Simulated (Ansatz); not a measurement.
Cartesian coordinates (Å):
```xyz
7

In     0.0489    -0.0959    -0.1786
H      0.1700     1.3818    -1.0854
H     -1.4216    -1.0198    -0.2471
H      1.4940    -0.8378     0.4394
C     -0.7895     1.5504     2.9430
N     -0.5237     1.0281     1.9542
H     -1.0396     2.0417     3.8727
```
Charge 0, spin multiplicity 1.

Computed with frozen-core CCSD(T)/def2-TZVPP // PBE0-D4/def2-SVP run with Ansatz (a program for electronic structure).

| Item | Result |
|---|---|
| HF energy | -283.83771 Ha |
| MP2 correlation energy | -0.65470 Ha |

Q: Estimate the CCSD correlation energy, the (T) correction, the total energy and the T1 diagnostic.

A: 
```
Quantity                         Value
-----------------------  -------------
CCSD correlation energy    -0.67031 Ha
(T) correction             -0.02586 Ha
CCSD(T) total energy     -284.53388 Ha
T1 diagnostic                    0.015
```
